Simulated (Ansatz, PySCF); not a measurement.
ReOCl5, SMILES [Cl][Re]([Cl])(=[O])([Cl])([Cl])[Cl], multiplicity 1. Atoms are numbered in the order given.

```xyz
7

Re     0.0000     0.0000    -0.2227
O      0.0000     0.0000    -1.9169
Cl     1.6408     1.6408    -0.1126
Cl     1.6408    -1.6408    -0.1126
Cl    -1.6408     1.6408    -0.1126
Cl    -1.6408    -1.6408    -0.1126
Cl     0.0000     0.0000     2.1490
```

Geometry: B3LYP-D3(BJ)/def2-SVP. The spin state was assumed, not searched. The def2 effective core potentials stand for the cores of Re; spin–orbit coupling is left out.

Two levels are set side by side: PBE-D3(BJ)/def2-SVP (Ansatz, a first-principles code) and B3LYP-D3(BJ)/def2-SVP (Ansatz). Each level has its own optimised geometry; the coordinates shown are those of the second. Frequencies come from the Hessian of PySCF at each geometry. Differences are taken from unrounded values.

| quantity | B3LYP-D3(BJ) | PBE-D3(BJ) | PBE-D3(BJ) minus B3LYP-D3(BJ) |
|---|---|---|---|
| mean bond length (Å) | 2.226 | 2.231 | 0.005 |
| bond Re1–O2 (Å) | 1.694 | 1.713 | 0.019 |
| bond Re1–Cl3 (Å) | 2.323 | 2.325 | 0.002 |
| bond Re1–Cl4 (Å) | 2.323 | 2.325 | 0.002 |
| bond Re1–Cl5 (Å) | 2.323 | 2.325 | 0.002 |
| bond Re1–Cl6 (Å) | 2.323 | 2.325 | 0.002 |
| bond Re1–Cl7 (Å) | 2.372 | 2.375 | 0.004 |
| highest harmonic wavenumber (cm⁻¹) | 999 | 945 | -54 |
| mean harmonic wavenumber (cm⁻¹) | 280 | 275 | -5 |
| zero-point energy (kcal/mol) | 6.00 | 5.89 | -0.11 |
